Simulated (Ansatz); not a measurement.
AlF3H3P (`F[P+](F)(F)[AlH3-]`), charge 0, multiplicity 1.

Question: Give a relaxed structure at PBE0-D4/def2-TZVP (the Gaussian-basis code of Ansatz). (Best estimate.)

Answer: Computed: 
Z-matrix (Å, degrees):
```
P
F 1 1.549
F 1 1.549 2 99.8
F 1 1.549 2 99.8 3 -101.8
Al 1 2.508 2 118.0 3 129.1
H 5 1.593 1 94.0 2 -59.2
H 5 1.593 1 93.9 2 60.8
H 5 1.593 1 93.9 2 -179.2
```
Point group C3v.
